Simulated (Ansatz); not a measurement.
Reaction (atomization): `O[SiH](O)[SiH2][SiH3]` → 8 H• + 2 O• + 3 Si•

Computed with Ansatz on PBE0-D4/def2-TZVP structures; ΔE is electronic, products minus reactants. CCSD(T)/CBS adds triple-zeta CCSD(T) − MP2 to the extrapolated MP2 energy (def2 sets, frozen cores). This one scheme is used for every species, atoms too. Functionals use def2-TZVPP. B3LYP here is the variant with VWN-RPA as its local correlation; programs differ in this. Open shells (•) are unrestricted, without spin–orbit coupling. Spin–orbit coupling would lower the free atoms: a little for O, Si. One conformer a species, not always the lowest.

`O[SiH](O)[SiH2][SiH3]`:

```xyz
13

O     1.582    1.635   -1.846
Si    0.822    0.302   -1.248
O     1.857   -0.748   -0.510
Si   -0.746    0.794    0.421
Si   -1.432   -1.166    1.496
H     1.953    2.252   -1.213
H     0.223   -0.316   -2.458
H     2.537   -1.157   -1.049
H    -0.136    1.725    1.416
H    -1.919    1.486   -0.186
H    -0.286   -1.770    2.224
H    -1.927   -2.141    0.487
H    -2.528   -0.894    2.465
```

(1) What is ΔE at CCSD(T)/CBS? (Estimate.)

(2) What do these levels give: r2SCAN, B3LYP, CCSD/def2-TZVPP, HF/def2-QZVPP, HF/CBS(def2), MP2/CBS(def2)? (An estimate is asked.)

Largest T1 diagnostic among the species: 0.013.

Answers

(1) The calculation gave: +44.75 eV.

(2) Computed: r2SCAN 44.46, B3LYP 43.87, CCSD/def2-TZVPP 42.91, HF/def2-QZVPP 32.78, HF/CBS(def2) 32.79, MP2/CBS(def2) 45.01 eV.

From PBE to PBE0 (25 % exact exchange), in def2-TZVPP and without D4, ΔE moves by −0.47 eV: exact exchange takes away binding that semilocal exchange gives to molecules. In def2-TZVPP, CCSD(T) changes the Hartree–Fock value by +10.75 eV (the triples alone add +0.52 eV) and MP2 by +11.01 eV; breaking electron pairs costs correlation energy, which Hartree–Fock lacks.

For atomizations the MP2-based limit and the directly extrapolated one differ by several kJ/mol either way, and by 10 to 25 for some Ge, Se and Sn compounds, so smaller differences from it don't rank the levels.
